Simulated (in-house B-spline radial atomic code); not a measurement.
## Xe+: [Kr] 4d10 5s2 5p4 9s1 (an excited or competing configuration)

Method: Dirac-Hartree-Fock, average of configuration, Fermi nucleus of rms radius 4.7859 fm. Calculated with a radial B-spline atomic code at the basis-set limit.

Z_r = [3n² - l(l+1)]/(2<r>); Z_e = n√(-2ε); the last column is Slater's effective charge. Values are occupation-weighted means over j. An effective charge above Z reflects the relativistic contraction of the inner shells.

```json
{"shell": "1s", "electrons": "2", "ε (eV)": "-34776", "<r> (bohr)": "0.02665", "Z_r": "56.28", "Z_e": "50.56", "Slater": "53.70"}
{"shell": "2s", "electrons": "2", "ε (eV)": "-5529.4", "<r> (bohr)": "0.114", "Z_r": "52.62", "Z_e": "40.32", "Slater": "49.85"}
{"shell": "2p", "electrons": "6", "ε (eV)": "-4964.3", "<r> (bohr)": "0.1001", "Z_r": "49.93", "Z_e": "38.20", "Slater": "49.85"}
{"shell": "3s", "electrons": "2", "ε (eV)": "-1190.4", "<r> (bohr)": "0.3046", "Z_r": "44.32", "Z_e": "28.06", "Slater": "42.75"}
{"shell": "3p", "electrons": "6", "ε (eV)": "-1002.4", "<r> (bohr)": "0.3028", "Z_r": "41.28", "Z_e": "25.75", "Slater": "42.75"}
{"shell": "3d", "electrons": "10", "ε (eV)": "-720.19", "<r> (bohr)": "0.28", "Z_r": "37.50", "Z_e": "21.83", "Slater": "32.85"}
{"shell": "4s", "electrons": "2", "ε (eV)": "-249.23", "<r> (bohr)": "0.717", "Z_r": "33.47", "Z_e": "17.12", "Slater": "26.25"}
{"shell": "4p", "electrons": "6", "ε (eV)": "-186.82", "<r> (bohr)": "0.7649", "Z_r": "30.07", "Z_e": "14.82", "Slater": "26.25"}
{"shell": "4d", "electrons": "10", "ε (eV)": "-92.262", "<r> (bohr)": "0.8735", "Z_r": "24.04", "Z_e": "10.42", "Slater": "14.85"}
{"shell": "5s", "electrons": "2", "ε (eV)": "-44.382", "<r> (bohr)": "1.816", "Z_r": "20.65", "Z_e": "9.03", "Slater": "8.95"}
{"shell": "5p", "electrons": "4", "ε (eV)": "-29.814", "<r> (bohr)": "2.105", "Z_r": "17.34", "Z_e": "7.40", "Slater": "8.95"}
{"shell": "9s", "electrons": "1", "ε (eV)": "-1.7624", "<r> (bohr)": "23.26", "Z_r": "5.22", "Z_e": "3.24", "Slater": "2.00"}
```

The least bound orbital is 9s1/2 at -1.762 eV, and it is also the most diffuse (<r> = 23.26 bohr).

Spin-orbit splittings of the orbital energies (j = l + 1/2 above j = l - 1/2 when positive): 2p 325.9 eV, 3p 63.53 eV, 3d 13.23 eV, 4p 12.78 eV, 4d 2.108 eV, 5p 1.602 eV.

For the 1s electron the small component carries 3.96 % of the norm, the zero-frequency Breit interaction raises the level by 86.88 eV, self-energy by 49.96 eV, and vacuum polarisation lowers it by 7 eV.

The density falls to 0.001 bohr⁻³ at 3.912 bohr; Σ<r²> = 645.87 bohr² gives, by the non-relativistic formula and without the paramagnetism of open shells, a Langevin diamagnetic susceptibility of -511.5×10⁻⁶ cm³/mol.
